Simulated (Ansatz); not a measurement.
Ansatz (a program for electronic structure) input (revPBE/def2-TZVPD):

Ansatz 0.2 input:
```yaml
crystal:
  periodic: [false, false, false]
  atoms:
    - {symbol: La, position_ang: [-0.00000000, -0.00000000, -0.28495569]}
    - {symbol: F, position_ang: [0.00000000, 0.00000000, 1.80471940]}
basis:
  gaussian:
    orbitals: def2-TZVPD
hamiltonian:
  xc: {name: revPBE}
output: {forces: true}
```

End of the output:

```
integrals: 0.02 GiB planned
533 factors; their error is unknown
mean field: 0.17 GiB planned
mean field evaluation 1: about -3574.2614 eV, gradient 4.8e1 eV
mean field evaluation 2: about -3401.8817 eV, gradient 2.8e2 eV
mean field evaluation 4: about -3577.8375 eV, gradient 8.7e0 eV
mean field evaluation 8: about -3578.0169 eV, gradient 1.4e-1 eV
mean field evaluation 16: about -3578.0146 eV, gradient 1.6e-5 eV
mean field evaluation 32: about -3576.6467 eV, gradient 4.4e-1 eV
mean field -3578.01461417 eV, -131.4896118055 hartree, gradient 9.0e-6 eV, S^2 0.000000; 4 other end points of the search recorded, 0 dependent functions left out
the calculation of the forces begins
reference -3578.01466160 eV, -131.4896135485 hartree; 10, 10 occupied and 73, 73 virtual orbitals, 533 factors
Total energy: -3578.01466160 eV, -131.4896135485 hartree
Atom 0 at    -0.000000    -0.000000    -0.284956 Å, force    -0.000000    -0.000000    -0.115889 eV/Å
Atom 1 at     0.000000     0.000000     1.804719 Å, force     0.000000     0.000000     0.115889 eV/Å
Dipole moment:     0.000000    -0.000000    -0.429948 e Å
```
